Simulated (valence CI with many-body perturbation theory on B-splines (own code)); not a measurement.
Ba6+: calculated level list

Level of theory: relativistic CI+MBPT: four valence electrons over a frozen Dirac-Fock core [Kr] 4d10, a basis of 7 s, 7 p, 7 d, 7 f, 4 g, 2 h functions for each j, with the one-electron correlation potential Σ1, the two-electron term Σ2, the three-electron term Σ3, Breit, model QED; selected CI, second order for the rest, scaled by the run's own slope (own B-spline code, finite nucleus).

Set against measurement, 16 paired levels are off by 212 cm⁻¹ on average, the worst by 720. These come from a selection out of Sansonetti and Curry, J. Phys. Chem. Ref. Data 39, 043103 (2010). Levels without a partner in it may be off by more, other configurations by several thousand cm⁻¹. 1 measured level below the end of the list, from 223820 cm⁻¹ on, found no clear computed partner.

Levels 1 to 32 of 32, with energies above the lowest level, 5s2 5p2 3P_0. "Leading %" is the weight of the configuration and term that name the level; weights of strongly mixed levels are sums over their largest components and can fall short, so below about 35 % the name and the second component can differ from the true leading terms, or belong to a minority configuration. In the jj column 3d3/2^4 stands for four electrons in 3d with j = 3/2. Lifetimes count E1, E2, E3, M1 and M2 decay at the calculated energies, and are blank where another channel may lead or the interval is too uncertain; long ones can be off by a factor of two.

| No. | Configuration | Term | J | E (eV) | Leading % | Lifetime | Second component | Leading jj |
| --- | --- | --- | --- | --- | --- | --- | --- | --- |
| 1 | 5s2 5p2 | 3P | 0 | 0.000 | 85 |  | 13 % 5s2 5p2 1S | 5s^2 5p1/2^2 (92 %) |
| 2 | 5s2 5p2 | 3P | 1 | 1.918 | 97 | 17.3 ms |  | 5s^2 5p1/2 5p3/2 (97 %) |
| 3 | 5s2 5p2 | 3P | 2 | 2.667 | 57 | 446 ms | 40 % 5s2 5p2 1D | 5s^2 5p1/2 5p3/2 (91 %) |
| 4 | 5s2 5p2 | 1D | 2 | 5.273 | 56 | 4.89 ms | 40 % 5s2 5p2 3P | 5s^2 5p3/2^2 (90 %) |
| 5 | 5s2 5p2 | 1S | 0 | 7.590 | 83 | 1.40 ms | 13 % 5s2 5p2 3P | 5s^2 5p3/2^2 (91 %) |
| 6 | 5s 5p3 | 5S° | 2 | 15.093 | 88 | 13.8 ns | 9 % 5s 5p3 3P° | 5s 5p1/2^2 5p3/2 (51 %) |
| 7 | 5s 5p3 | 3D° | 1 | 18.397 | 72 | 706 ps | 14 % 5s 5p3 3P° | 5s 5p1/2^2 5p3/2 (58 %) |
| 8 | 4f 5s2 5p | 3G | 3 | 18.488 | 56 | 192 μs | 36 % 4f 5s2 5p 1F | 4f5/2 5s^2 5p1/2 (93 %) |
| 9 | 5s 5p3 | 3D° | 2 | 18.650 | 70 | 1.30 ns | 14 % 5s 5p3 3P° | 5s 5p1/2 5p3/2^2 (63 %) |
| 10 | 4f 5s2 5p | 3F | 3 | 18.929 | 46 | 7.41 μs | 27 % 4f 5s2 5p 3D | 4f7/2 5s^2 5p1/2 (89 %) |
| 11 | 4f 5s2 5p | 3F | 2 | 19.093 | 75 | 24.0 μs | 13 % 4f 5s2 5p 3D | 4f5/2 5s^2 5p1/2 (85 %) |
| 12 | 4f 5s2 5p | 3G | 4 | 19.126 | 46 | 350 μs | 40 % 4f 5s2 5p 3F | 4f7/2 5s^2 5p1/2 (90 %) |
| 13 | 5s 5p3 | 3D° | 3 | 19.415 | 90 | 1.67 ns | 7 % 5s2 5p 5d 3D° | 5s 5p1/2 5p3/2^2 (90 %) |
| 14 | 4f 5s2 5p | 3G | 3 | 20.941 | 35 | 8.44 μs | 34 % 4f 5s2 5p 1F | 4f5/2 5s^2 5p3/2 (86 %) |
| 15 | 4f 5s2 5p | 3F | 4 | 21.221 | 53 | 7.00 μs | 44 % 4f 5s2 5p 3G | 4f7/2 5s^2 5p3/2 (60 %) |
| 16 | 5s 5p3 | 3P° | 0 | 21.369 | 92 | 484 ps | 6 % 5s2 5p 5d 3P° | 5s 5p1/2 5p3/2^2 (92 %) |
| 17 | 4f 5s2 5p | 3G | 5 | 21.528 | 97 |  |  | 4f7/2 5s^2 5p3/2 (97 %) |
| 18 | 5s 5p3 | 3P° | 1 | 21.623 | 72 | 360 ps | 13 % 5s 5p3 3D° | 5s 5p1/2 5p3/2^2 (70 %) |
| 19 | 5s 5p3 | 3P° | 2 | 21.744 | 37 | 457 ps | 27 % 5s 5p3 1D° | 5s 5p1/2 5p3/2^2 (44 %) |
| 20 | 4f 5s2 5p | 3D | 3 | 21.763 | 68 | 2.35 μs | 19 % 4f 5s2 5p 3F | 4f7/2 5s^2 5p3/2 (80 %) |
| 21 | 4f 5s2 5p | 3D | 2 | 21.904 | 72 | 5.16 μs | 19 % 4f 5s2 5p 3F | 4f5/2 5s^2 5p3/2 (85 %) |
| 22 | 4f 5s2 5p | 3D | 1 | 22.230 | 97 | 8.80 μs |  | 4f5/2 5s^2 5p3/2 (97 %) |
| 23 | 4f 5s2 5p | 1G | 4 | 22.760 | 85 | 13.5 μs | 7 % 4f 5s2 5p 3G | 4f5/2 5s^2 5p3/2 (58 %) |
| 24 | 4f 5s2 5p | 1D | 2 | 23.269 | 80 | 6.08 μs | 12 % 4f 5s2 5p 3D | 4f7/2 5s^2 5p3/2 (87 %) |
| 25 | 5s 5p3 | 1D° | 2 | 23.835 | 33 | 570 ps | 30 % 5s 5p3 3P° | 5s 5p3/2^3 (51 %) |
| 26 | 5s 5p3 | 3S° | 1 | 24.425 | 60 | 51.7 ps | 28 % 5s 5p3 1P° | 5s 5p1/2 5p3/2^2 (66 %) |
| 27 | 5s2 5p 5d | 3F° | 2 | 25.641 | 83 | 377 ps | 8 % 5s 5p3 1D° | 5s^2 5p1/2 5d3/2 (71 %) |
| 28 | 5s2 5p 5d | 3F° | 3 | 26.515 | 85 | 350 ps | 5 % 5s2 5p 5d 3D° | 5s^2 5p1/2 5d5/2 (69 %) |
| 29 | 5s 5p3 | 1P° | 1 | 27.286 | 48 | 65.5 ps | 26 % 5s 5p3 3S° | 5s 5p3/2^3 (59 %) |
| 30 | 5s2 5p 5d | 3P° | 2 | 27.815 | 43 | 42.1 ps | 21 % 5s2 5p 5d 3D° | 5s^2 5p1/2 5d5/2 (78 %) |
| 31 | 5s2 5p 5d | 3D° | 1 | 28.111 | 60 | 30.3 ps | 16 % 5s2 5p 5d 3P° | 5s^2 5p1/2 5d3/2 (70 %) |
| 32 | 5s2 5p 5d | 3F° | 4 | 28.336 | 95 | 10.1 ns |  | 5s^2 5p3/2 5d5/2 (95 %) |

Names give the largest LS component (configuration and term), which can be under half, so a name can repeat, a term be missing and a line seem to break the LS rules; names also repeat where a configuration has a term twice.

The ionisation energy to 5s2 5p 2P°_1/2 of the next ion comes out as 87.48 eV (NIST: 86 ± 2 eV (theoretical)). All 32 levels together are meant to be complete up to 29.224 eV.
